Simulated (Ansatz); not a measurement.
Loss of H2: CH8InN → CH6InN + H2

Species: CH8InN `C[NH2+][InH3-]`, singlet; CH6InN `C[NH][InH2]`, singlet; H2 (hydrogen), singlet. This is a balance of energies; it says nothing on the path, which may need atoms to shift.

Shapes, held fixed at every level: PBE0-D4/def2-TZVP. Programs: Ansatz 0.2.0. The zero-point and thermal change to 298 K, harmonic and unscaled (PBE0-D4/def2-TZVP), is -18.9 kJ/mol.

Estimate ΔH(298 K) of this reaction.

The highest level, CCSD(T)/def2-TZVPP, gives ΔH(298 K) = +72.5 kJ/mol; the levels span +64.2 to +89.1. The column of differences is taken from that level and isn't an error. No measured value is set beside it here. For atoms past krypton def2 sets carry core potentials with scalar relativity. Outer-core shells of In are correlated, in sets that cover them unevenly.

```tsv
level	kind	ΔH(298 K) (kJ/mol)	less CCSD(T)/def2-TZVPP
B3LYP-D4/def2-TZVPP	global hybrid	+68.0	-4.5
wB97M-V/def2-TZVPP	range-separated hybrid	+77.9	+5.4
B2PLYP/def2-TZVPP	double hybrid	+64.2	-8.3
MP2/def2-SVP	perturbation theory	+85.2	+12.7
MP2/def2-TZVPP	perturbation theory	+65.6	-6.9
CCSD(T)/def2-SVP	coupled cluster or CI	+89.1	+16.6
CCSD/def2-TZVPP	coupled cluster or CI	+76.3	+3.8
CCSD(T)/def2-TZVPP	coupled cluster or CI	+72.5	0.0
```
